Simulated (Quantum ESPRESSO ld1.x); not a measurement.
The indium ion In48+, configuration 1s1 (the NIST ground configuration). All-electron calculation, scalar-relativistic Kohn-Sham, LDA (Slater exchange, Perdew-Zunger correlation), spin-polarised, spherical densities, point nucleus; open shells are filled with parallel spins first. Program: ld1.x of Quantum ESPRESSO 7.5.

Radial electron density D(r) = 4 pi r^2 rho(r):

```
   r/bohr * D(r) (the largest magnitude, 27.3, reaches the edge; | marks zero)
 0.002335 |     *
 0.002718 |      *
 0.003164 |        *
 0.003684 |           *
 0.004288 |             *
 0.004953 |                 *
 0.005766 |                     *
 0.006712 |                         *
 0.007814 |                              *
 0.009097 |                                    *
  0.01051 |                                         *
  0.01223 |                                              *
  0.01424 |                                                  *
  0.01658 |                                                     *
  0.01914 |                                                      *
  0.02229 |                                                     *
  0.02594 |                                                 *
   0.0302 |                                           *
  0.03516 |                                   *
  0.04061 |                          *
  0.04727 |                  *
  0.05503 |           *
  0.06407 |     *
  0.07458 |  *
  0.08614 |*
   0.1003 *
   0.1167 *
```

D(r) has 1 maximum, at r = 0.0191 bohr.
